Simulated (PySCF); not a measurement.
## Working with the constants of AgI

RHF-CCSD(T) constants of AgI, ¹Σ⁺ (singlet), closed shell (Ag def2-TZVPP with ECP28, I def2-TZVPP with ECP28; scalar-relativistic core potentials (PySCF 2.14); masses 106.9051 and 126.9045 u):

| Quantity | Value |
| --- | --- |
| ωe | 199.0 cm⁻¹ |
| ωexe | 0.426 cm⁻¹ |
| Be | 0.044065 cm⁻¹ |
| αe | 0.000141 cm⁻¹ |
| D (centrifugal) | 8.64e-09 cm⁻¹ |
| De to Ag (4d10 5s1) + I | 2.54 eV |

(1) Give the vibrational terms G(v) and spacings up to v = 6.

(2) How well does the Morse estimate ωe²/(4ωexe) reproduce De, and what is D0?

Measured values (Huber and Herzberg, Constants of Diatomic Molecules (1979)): ωe = 206.52 cm⁻¹, ωexe = 0.445 cm⁻¹, Be = 0.04486806 cm⁻¹, αe = 0.00014139 cm⁻¹.

Correlated steps freeze 4 core orbitals. These are scalar-relativistic numbers at best; spin–orbit coupling would shift them, the dissociation energy most. Where the molecule has an RHF reference, its open-shell atoms are computed with UHF.

Answers

(1) G(v) = ωe(v+½) − ωexe(v+½)².

```json
{"v": "0", "G(v) (cm⁻¹)": "99.4", "G(v) − G(v−1)": "", "Bv (cm⁻¹)": "0.04399"}
{"v": "1", "G(v) (cm⁻¹)": "297.5", "G(v) − G(v−1)": "198.1", "Bv (cm⁻¹)": "0.04385"}
{"v": "2", "G(v) (cm⁻¹)": "494.8", "G(v) − G(v−1)": "197.3", "Bv (cm⁻¹)": "0.04371"}
{"v": "3", "G(v) (cm⁻¹)": "691.3", "G(v) − G(v−1)": "196.4", "Bv (cm⁻¹)": "0.04357"}
{"v": "4", "G(v) (cm⁻¹)": "886.9", "G(v) − G(v−1)": "195.6", "Bv (cm⁻¹)": "0.04343"}
{"v": "5", "G(v) (cm⁻¹)": "1081.6", "G(v) − G(v−1)": "194.7", "Bv (cm⁻¹)": "0.04329"}
{"v": "6", "G(v) (cm⁻¹)": "1275.5", "G(v) − G(v−1)": "193.9", "Bv (cm⁻¹)": "0.04315"}
```

(2) It gives 2.88 eV, 113 % of the computed De. D0 = De − G(0) = 2.54 − 0.01 = 2.53 eV.
